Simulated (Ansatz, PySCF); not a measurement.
The pair A = HF (SMILES F) (first 2 atoms), B = CHN (SMILES C#N); geometry from B3LYP-D3(BJ)/def2-TZVP.
(charge 0, multiplicity 1):
| atom | x (Å) | y (Å) | z (Å) |
|---|---|---|---|
| F | -0.0481 | -0.9930 | -0.1373 |
| H | 0.0375 | -0.4804 | 0.6439 |
| C | 0.3109 | 1.1418 | 3.1060 |
| N | 0.2045 | 0.5146 | 2.1569 |
| H | 0.4104 | 1.7278 | 3.9926 |

Frozen-core correlation. Rows in 6-31G* carry no dispersion term and start afresh at each structure (6-31G* with six Cartesian d functions).

Codes used: Ansatz (Gaussian basis) for Hartree–Fock, density functionals and correlated methods; PySCF for 6-31G* rows. 

Total energies (hartree), monomers frozen at their geometry in the pair:

```tsv
structure	HF/6-31G*	HF/aug-cc-pVTZ	MP2/aug-cc-pVDZ
AB	-192.8867356	-192.9800416	-193.4491107
A in the pair's basis	-100.0028442	-100.0597385	-100.2562664
B in the pair's basis	-92.8753467	-92.9104992	-93.1814024
A	-100.0020449	-100.0596589	-100.2556135
B	-92.8748628	-92.9103534	-93.1802763
```

Problem. Work out the interaction energy without and with the counterpoise correction, and the superposition error, for each level.

Solution. 
E(AB) − E(A) − E(B), times 627.509 kcal/mol, with the monomers in their own basis and then in the pair's basis:
- HF/6-31G*: -6.17 uncorrected, -5.36 corrected; the monomers gain 0.81 kcal/mol from borrowed functions
- HF/aug-cc-pVTZ: -6.29 uncorrected, -6.15 corrected; the monomers gain 0.14 kcal/mol from borrowed functions
- MP2/aug-cc-pVDZ: -8.30 uncorrected, -7.18 corrected; the monomers gain 1.12 kcal/mol from borrowed functions

Ansatz is a quantum-chemistry and plane-wave program.
